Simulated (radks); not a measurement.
Values are calculated unless marked as measured or tabulated.
Numerical settings for the thallium ion Tl+, [Hg]. Code: a radial shooting solver on a logarithmic mesh with Libxc functionals. Model: non-relativistic Kohn-Sham, BLYP, spin-polarised, spherical densities, point nucleus; relativity is left out, which matters for an element this heavy. The defaults (mesh step 0.008 in ln r, mesh end at 40 bohr or more with all orbitals vanishing there, Anderson mixing 0.5 over 9 steps, residual threshold near 1e-9 with the energy settled to 1e-9 hartree or 1e-11 of itself, here a cap of 62 iterations) give E = -18966.216 hartree and 6s at -13.867 eV in 15 iterations. Times are rough (one thread of a shared host). Changes against that run (0 stands for a change within the tolerance of the run):

setting,iterations,converged,E (mhartree),e(6s) (meV),CPU (s)
mesh step in ln r 0.05,15,yes,+0.271,+0.0141,0.08
mesh step in ln r 0.03,15,yes,+0.0109,0,0.11
mesh step in ln r 0.2,4,no,diverged,-,0.02
mesh end (bohr) 8,15,yes,+0.432,+22.6,0.3
mesh end (bohr) 400,15,yes,0,0,0.32
residual threshold 0.01,9,yes,+0.00141,+3.9,0.23
residual threshold 1e-13,44,yes,0,0,0.61
mixing 2.5,17,yes,0,0,0.37
"linear mixing, mixing 0.05",62,no,+0.355,-273,1.1
"linear mixing, mixing 0.5",30,yes,0,0,0.5
mixing history 2,19,yes,0,0,0.37
iteration cap 3,3,no,+29.8,-1.38e+03,0.09

No run marked as converged misses the energy by more than 1 mhartree. A mesh that ends early acts as a hard wall.
